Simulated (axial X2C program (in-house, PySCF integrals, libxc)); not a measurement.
# LiBi⁺: cheaper levels and CCSD(T), 2c

All values were computed with an in-house all-electron X2C program for linear molecules (integrals from PySCF). Two-component (2c) means X2C with spin–orbit coupling and atomic mean-field two-electron Coulomb and Gaunt terms. Basis: Bi dyall-cv3z [12s14p10d6f1g], Li dyall-cv3z [7s8p2d] (cores contracted in-house); Gaussian nuclei, density fitting, unrestricted open shells. Masses: Bi 208.980 u, Li 7.016 u.

State: Ω = 1/2 (⟨Sz⟩ = 0.10, ⟨Lz⟩ = 0.40 at HF); fragments Bi + Li+.

| level | Re (Å) | ωe (cm⁻¹) | De (eV) |
| --- | --- | --- | --- |
| PBE0 | 2.983 | 235.6 | 0.713 |
| HF | 3.015 | 233.4 | 0.414 |
| MP2 | 3.006 | 233.9 | 0.515 |
| CCSD | 3.003 | 235.3 | 0.656 |
| PBEsol | 3.001 | 226.8 | 0.724 |

Correlated methods: 15 electrons correlated (number of frozen shells: Bi 5 s, 4 p, 2 d, 1 f; Li 1 s), 223 virtual spin orbitals or spinors in MP2, 90 natural virtuals in coupled cluster.

CCSD(T), same Hamiltonian and basis:

Re = 3.006 Å, ωe = 234.0 cm⁻¹, De = 0.68 eV; T1 = 0.008 (Lee–Taylor normalisation).

**Question.** Give the differences from CCSD(T) in the columns below.

**Answer.** 

```
 level  ΔRe (Å)  Δωe (cm⁻¹)  ΔDe (eV)
  PBE0   -0.023         1.6      0.03
    HF    0.009        -0.6     -0.27
   MP2    0.000        -0.1     -0.16
  CCSD   -0.003         1.3     -0.02
PBEsol   -0.005        -7.2      0.04
```

Occupations by symmetry block were frozen at the best pattern of an incomplete PBE0 search. De is counted from the lowest determinant-based energies of the atoms at the same level, without counterpoise correction. Density functionals use the spin component along the axis (collinear). CCSD and (T) use frozen natural virtuals with an MP2 correction for the truncation; (T) itself is uncorrected, so its De runs slightly low. The functionals have no current-density term, which raises determinants with orbital currents, atoms included. The lowest spin-free determinant has another configuration (M_S = 3/2, Λ = 0), so the order of states is uncertain and this need not be the ground state.
